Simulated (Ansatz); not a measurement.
Species: NH₃ (charge +1, doublet). 
Coordinates optimised at B3LYP-D3(BJ)/def2-TZVP (Ansatz, a quantum-chemistry and plane-wave program):
```
N
H 1 1.0255
H 1 1.0255 2 120.00
H 1 1.0255 2 120.00 3 -180.00
```
Charge +1, spin multiplicity 2.

Basis-set convergence of Hartree-Fock and MP2 correlation energies (hartree) with Ansatz. Correlated levels leave the core frozen unless marked. UHF or UKS for open shells. No spin-orbit coupling. No relativistic terms.

```tsv
basis	functions	E(HF)	E(corr, MP2)
def2-SVP	29	-55.83759	-0.14280
def2-TZVPP	73	-55.90512	-0.17758
def2-QZVPP	147	-55.90762	-0.19072
```

Extrapolating the two largest sets (X = 3 and 4) as X^-3: E(corr) = (64·(-0.19072) - 27·(-0.17758))/37 = -0.2003 Eh, an estimate of the basis-set limit. The largest set recovers 95.2 % of it, the smallest 71.3 %.
